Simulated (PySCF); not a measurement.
C₄H₇FSi, SMILES C[Si@@H]1[C@@H](C=C1)F.

The structure is a stationary point at TPSSh-D3(BJ)/def2-SVP. The structure was generated by enumeration; whether it is a known compound was not checked.

Calculation: ωB97X/def2-TZVP run with PySCF.

The molecule is in vacuum.

The total energy is -545.97605 hartree and the highest occupied level comes out as -10.07 eV. The lowest empty level comes out as 1.65 eV, the orbital gap comes out as 11.72 eV and the dipole moment is 1.60 D. The quadrupole, principal values (traceless, Buckingham form, about the centre of nuclear charge) is -6.50, 1.78, 4.72 D·Å. The mean static polarisability is 69.5 bohr³ (10.30 Å³) and the polarisability, principal values is 59.6, 68.1, 80.9 bohr³.
